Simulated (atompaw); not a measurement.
Before and after: PAW (atompaw) potential for hafnium (Hf)

- Element: Hf
- Generator: atompaw 4.2.0.5
- Type: PAW
- Functional: PBE
- Relativity: scalar-relativistic
- Frozen core: [Kr] 4d10 4f14
- Valence charge: 12
- Reference configuration: 5s2 5p6 5d2 6s2 6p0
- Partial waves: 5s (bound): rc 1.30 bohr; 6s (bound): rc 1.75 bohr; 5p (bound): rc 2.05 bohr; 6p (bound, empty): rc 3.00 bohr; 5d (bound): rc 3.00 bohr; 5d channel at 0.4 Ry: rc 3.00 bohr
- Local potential: bessel scheme, radius 2.10 bohr
- Core correction: smooth core density matched at 2.30 bohr
- Augmentation charge: sinc compensation charge, radius 2.95 bohr; PAW radius 3.00 bohr; waves and projectors: modrrkj vanderbiltortho

All-electron outer shells of the reference configuration (PBE, scalar-relativistic, ld1.x):

```json
{"shell": "4d", "level (eV)": "-206.67", "outermost node (bohr)": "0.23", "outermost maximum (bohr)": "0.47"}
{"shell": "5s", "level (eV)": "-67.02", "outermost node (bohr)": "0.55", "outermost maximum (bohr)": "1.01"}
{"shell": "5p", "level (eV)": "-35.57", "outermost node (bohr)": "0.60", "outermost maximum (bohr)": "1.16"}
{"shell": "4f", "level (eV)": "-16.83", "outermost node (bohr)": "–", "outermost maximum (bohr)": "0.45"}
{"shell": "6s", "level (eV)": "-5.11", "outermost node (bohr)": "1.37", "outermost maximum (bohr)": "2.89"}
{"shell": "5d", "level (eV)": "-2.69", "outermost node (bohr)": "0.67", "outermost maximum (bohr)": "1.69"}
{"shell": "6p", "level (eV)": "-1.40", "outermost node (bohr)": "1.66", "outermost maximum (bohr)": "4.05"}
```

Change: local potential bessel scheme, radius 1.80 bohr.

Cutoffs: the cutoffs (Ry, on a coarse ladder) from which the occupation-weighted sum of valence levels, in a spherical-Bessel basis at the reference potential, stays within 10 and 1 mRy of its value at 400 Ry; they do not see the model core or the augmentation charge, which bear on the density cutoff.

What does the change do?

The potential gets neither clearly harder nor softer (30 Ry and 50 Ry → 30 Ry and 50 Ry); the range in which the s phases agree widens (upper end 3.4 → at the end of the scan); neither file shows a bound ghost.

| quantity | base | changed |
| --- | --- | --- |
| cutoff, loose | 30 Ry | 30 Ry |
| cutoff, tight | 50 Ry | 50 Ry |
| bound ghosts | none | none |
| s: phases at 3.00 bohr within 0.05 rad from the reference energy up to (Ry; the scan ends near 5) | 3.4 | to the end of the scan |
| p: phases at 3.00 bohr within 0.05 rad from the reference energy up to (Ry; the scan ends near 5) | 0.5 | 0.4 |
| d: phases at 3.00 bohr within 0.05 rad from the reference energy up to (Ry; the scan ends near 5) | -0.2 | -0.2 |
| lowest overlap eigenvalue by channel | s 0.49, p 1.00, d 1.00 | s 0.19, p 1.00, d 1.00 |

 The cutoffs see the waves, projectors and local potential, not the compensation charge or the core.
